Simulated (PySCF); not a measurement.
Simulated absorption spectrum

(H2Ga-mu-SbH2)2.
Z-matrix (Å and degrees, PBE0-D3(BJ)/def2-SVP geometry), rows numbered from 1:
```
Ga
H   1  1.5628
H   1  1.5640  2  127.24
Sb  1  2.9107  2  104.59  3  -121.88
Ga  4  2.7679  1   56.36  2  -112.51
H   5  1.5623  4   99.71  1  -115.18
H   5  1.5636  4   99.01  1   113.94
Sb  1  2.7684  2  100.15  3   109.22
H   4  1.7095  1   73.33  2   115.89
H   4  1.7096  1   73.65  2    17.43
H   8  1.7095  1  109.98  2   169.37
H   8  1.7105  1  112.27  2    67.34
```

Computed, not measured: TDDFT wB97X-D/def2-SVPD, vertical, gas phase, core orbitals frozen in the response, def2 core potentials past Kr in PySCF 2.14.0, density-fitted response routines. Spin–orbit coupling is left out.

Computed states:

```csv
state,E (eV),f
S1,4.72,0.836
S2,5.28,0.0000
S3,5.32,0.0004
S4,5.38,0.036
S5,5.45,0.0002
S6,5.58,0.033
S7,5.61,0.013
S8,5.92,0.0001
S9,5.99,0.0001
S10,6.05,0.011
S11,6.13,0.0005
S12,6.26,0.0016
S13,6.27,0.026
S14,6.40,0.031
S15,6.81,0.0060
```

Each state is given a Gaussian of 0.5 eV full width at half maximum, with ε(max) = 2.175×10⁸ f / Δν̃ (Δν̃ the width in cm⁻¹). The width is an assumption, not a result. The curve ends short of the highest state used, and states not computed would add to its high-energy end.

(1) What does the envelope look like, and where are its maxima?

(2) On this curve, what absorbance would a 10⁻⁴ mol/L sample give at 280 nm over a 1 cm path?

Results:

(1) 
```tsv
E (eV)	ε (L mol⁻¹ cm⁻¹)
3.97	90
4.03	234
4.10	646
4.16	1415
4.22	2860
4.29	5876
4.35	9989
4.42	16770
4.48	23980
4.55	32901
4.61	39572
4.67	43946
4.74	44906
4.80	41972
4.87	35116
4.93	27725
4.99	20359
5.06	13149
5.12	8724
5.19	5606
5.25	4323
5.31	3872
5.38	3876
5.44	3993
5.51	4012
5.57	3839
5.63	3497
5.70	2966
5.76	2501
5.83	2069
5.89	1867
5.95	1848
6.02	2041
6.08	2341
6.15	2753
6.21	3071
```

Maxima: 263 nm (4.72 eV), ε about 45000, made up of S1 (100%); 226 nm (5.48 eV), ε about 4000, made up of S4 (43%), S6 (40%) and S7 (14%) (hardly more than a shoulder) (ε in L mol⁻¹ cm⁻¹; maxima over ε = 5, shares over 10%). At its high-energy end, 6.21 eV, the curve is still rising (ε about 3100, from S10, S13 and S14).

(2) 280 nm is 4.428 eV, where ε is about 18000 L mol⁻¹ cm⁻¹, so A = ε c l ≈ 1.8 (Beer–Lambert, with the gas-phase spectrum and the assumed width).

The vertical ionisation energy (ΔSCF) is 8.44 eV, 1.63 eV above S15.

One conformer stands for the species.
